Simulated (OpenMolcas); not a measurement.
**How methods differ on SiHCl2F (SMILES F[SiH](Cl)Cl)**

SiHCl2F: 5 atoms, total charge 0, spin state singlet. SMILES: `F[SiH](Cl)Cl`. The shape is that of a PBE0-D4/def2-TZVP optimisation.

| atom | x (Å) | y (Å) | z (Å) |
| --- | --- | --- | --- |
| F | 0.0355 | -0.6827 | 1.4669 |
| Si | 0.1157 | -0.0484 | 0.0208 |
| Cl | -0.5119 | 1.8723 | 0.1315 |
| Cl | -1.0928 | -1.1087 | -1.2083 |
| H | 1.5033 | -0.1061 | -0.4524 |

Quantity: the energy change with the Si2–H5 bond stretched from 1.467 to 1.907 Å, in eV. The values are calculated.

```tsv
level	kind	program	value (eV)	less CCSD(T)/def2-SVPD	CPU time (all runs)
HF/def2-SVPD (unrestricted)	Hartree–Fock	OpenMolcas	1.24	+0.19	46 s
SVWN5/def2-SVPD (restricted)	LDA	OpenMolcas	0.91	-0.14	80 s
PBE/def2-SVPD (restricted)	GGA	OpenMolcas	0.91	-0.14	89 s
M06-L/def2-SVPD (restricted)	meta-GGA	OpenMolcas	1.10	+0.05	1.8 min
M06-2X/def2-SVPD (restricted)	hybrid meta-GGA	OpenMolcas	1.11	+0.06	2.3 min
B2PLYP/def2-SVPD (restricted)	double hybrid	OpenMolcas	1.08	+0.03	1.7 min
MP2/def2-SVPD (restricted)	perturbation theory	OpenMolcas	1.12	+0.07	39 s
CCSD(T)/def2-SVPD (Cholesky decomposition) (restricted)	coupled cluster or CI	OpenMolcas	1.05	0.00	13 min
```

CCSD(T)/def2-SVPD (Cholesky decomposition) (restricted) is the highest level here, not the true value. The first shape isn't each level's own minimum. The values span 0.91 to 1.24 eV. Times are those of the runs behind each value, whatever else they computed, on shared processors of several kinds: orders of magnitude only.
